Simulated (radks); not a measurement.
The numbers below are computed, except where a source is named.
Ti+, 21 electrons, occupied as [Ar] 3d1.5 4s0.5 4p1 (fractional occupations, a model configuration). Level of theory: Dirac Kohn-Sham, PBE, spin-unpolarised, spherical densities, finite nucleus; open shells are shared between the two j in proportion to 2j + 1; Fermi nuclear charge, rms radius 3.5921 fm (a radial shooting solver on a logarithmic mesh with Libxc functionals).

Normalised radial functions P(r) = r R(r) (large component), r in bohr:

| r | 4s1/2 |
|---|---|
| 0.00892 | 0.0532 |
| 0.01341 | 0.0715 |
| 0.02033 | 0.0909 |
| 0.03058 | 0.1038 |
| 0.04598 | 0.0977 |
| 0.06915 | 0.0550 |
| 0.104 | -0.0336 |
| 0.1564 | -0.1416 |
| 0.2352 | -0.1821 |
| 0.3536 | -0.0546 |
| 0.5318 | 0.1975 |
| 0.7997 | 0.3009 |
| 1.203 | 0.0205 |
| 1.823 | -0.4494 |
| 2.741 | -0.6419 |
| 4.123 | -0.4263 |
| 6.2 | -0.1234 |
| 9.323 | -0.0120 |

4s1/2: eigenvalue -11.774 eV, 3 radial nodes at r = 0.0910, 0.389, 1.23 bohr, <r> = 3.07 bohr, 90 % of the charge inside 4.52 bohr.
